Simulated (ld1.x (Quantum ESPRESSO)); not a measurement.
Zn (Z = 30): excitation energies, all-electron against RRKJ

* Element: Zn (Z = 30)
* Generator: ld1.x (Quantum ESPRESSO) 7.5
* Type: norm-conserving RRKJ (Kleinman–Bylander form)
* Functional: PBEsol
* Relativity: non-relativistic
* Frozen core: [Ne]
* Valence charge: 20
* Reference configuration: 3s2 3p6 3d10 4s0 4p0 (charge +2)
* Partial waves: 3p (bound): rc 0.85 bohr; 3d (bound): rc 1.05 bohr; 4f channel at 0.3 Ry: rc 0.80 bohr; 3s (bound): rc 0.70 bohr
* Local potential: the s channel
* Core correction: none

Energies are relative to the spin-unpolarised reference configuration 3s2 3p6 3d10 4s0 4p0; without spin polarisation the order of configurations can differ from experiment.

```tsv
valence configuration	charge	ΔE all-electron (eV)	error AE − PS (meV)
3s2 3p6 3d10 4s2 4p0	0	-27.656	+134
3s2 3p6 3d10 4s1 4p0	+1	-17.979	+86
3s2 3p6 3d9 4s0 4p0	+3	40.796	+1.3
3s2 3p6 3d10 4s0 4p1	+1	-11.903	+12
3s2 3p6 3d9 4s2 4p1	0	-14.916	+224
3s1 3p6 3d10 4s2 4p0	+1	105.922	+169
```

(1) What are ΔE and the potential's error for 3s2 3p6 3d9 4s2 4p0?

Levels in the configuration 3s2 3p6 3d9 4s2 4p0:

```
level  all-electron (eV)  pseudo (eV)
   3s           -141.932     -141.884
   3p            -99.288      -99.242
   3d            -26.898      -26.761
   4s            -15.662      -15.733
```

Results:

(1) ΔE = -9.232 eV all-electron; the error (AE − PS) is +241 meV.

ld1.x printed “convergence not achieved” for 2 of the counted tests; their residual had stalled under 1e-8, short of the target of 1e-14.
